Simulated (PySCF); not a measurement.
Field gradients at the hydrogen positions

Species: 4-methoxycyclohexene, C₇H₁₂O.
Structure used (GFN2-xTB), in Å, numbered top down from 1:
```xyz
20
C7H12O angstrom
C      2.792   -0.400   -0.643
O      1.768    0.559   -0.625
C      0.463    0.032   -0.461
C      0.212   -0.494    0.958
C     -1.249   -0.678    1.232
C     -2.212   -0.193    0.468
C     -1.950    0.620   -0.762
C     -0.523    1.157   -0.766
H      3.705    0.132   -0.905
H      2.597   -1.177   -1.393
H      2.926   -0.879    0.334
H      0.312   -0.790   -1.183
H      0.725   -1.448    1.109
H      0.633    0.220    1.673
H     -1.487   -1.245    2.122
H     -3.250   -0.376    0.709
H     -2.661    1.448   -0.814
H     -2.119   -0.003   -1.647
H     -0.275    1.600   -1.731
H     -0.411    1.927   -0.002
```

Level: PBE0/pcSseg-1 (PySCF, non-relativistic); Q(2H) = 0.00286 b; rigid geometry, the same for H and D, with no vibrational averaging.

Question: Rank these positions by the coupling χzz of a deuteron there, largest first.
A. H9 (methyl hydrogen)
B. H10 (methyl hydrogen)
C. H18 (methylene hydrogen)
D. H16 (vinylic hydrogen)
E. H12 (methine hydrogen)

Answer: D (220 kHz), A (206 kHz), C (201 kHz), B (194 kHz), E (184 kHz).

Tabulate Vzz, the asymmetry η and χzz = 234.96 MHz × Q × Vzz for every hydrogen position.

| atom | bonded to | bond length (Å) | Vzz (au) | η | χzz (kHz) |
| --- | --- | --- | --- | --- | --- |
| H9 | C1 | 1.089 | 0.3067 | 0.06 | 206 |
| H10 | C1 | 1.098 | 0.2891 | 0.08 | 194 |
| H11 | C1 | 1.096 | 0.2923 | 0.07 | 196 |
| H12 | C3 | 1.104 | 0.2743 | 0.07 | 184 |
| H13 | C4 | 1.093 | 0.3022 | 0.03 | 203 |
| H14 | C4 | 1.095 | 0.2984 | 0.01 | 201 |
| H15 | C5 | 1.082 | 0.3264 | 0.06 | 219 |
| H16 | C6 | 1.081 | 0.3279 | 0.06 | 220 |
| H17 | C7 | 1.092 | 0.3041 | 0.02 | 204 |
| H18 | C7 | 1.095 | 0.2993 | 0.02 | 201 |
| H19 | C8 | 1.090 | 0.3073 | 0.01 | 206 |
| H20 | C8 | 1.091 | 0.3051 | 0.02 | 205 |

How does χzz go with the bond length over the 12 C–H bonds?

A straight-line fit has a slope of -15.1 kHz for each 0.01 Å, with a correlation coefficient of -0.99, over lengths from 1.081 to 1.104 Å. The longer bonds have the smaller couplings here.

A static deuteron (I = 1) shows a doublet split by (3/2)χ, (3/4)χ(1 + η) and (3/4)χ(1 − η) with the field along z, y and x of the gradient. What are these for H19?

With |χ| = 206.5 kHz and η = 0.008: 310, 156 and 154 kHz, to first order and without motion.

One conformer (not necessarily the lowest) at the GFN2-xTB geometry, without solvent, vibrations or thermal averaging. GFN2-xTB bond lengths can be off by several hundredths of an ångström, more for odd bonds, and the gradients follow them. With a basis this small, the couplings can be 20 % off.

These values come from a run that also computed NMR shieldings. On an Arm Neoverse N1 with one thread, no GPU, shared host, this took 53 s of wall time and 0.87 GiB of memory at its peak.
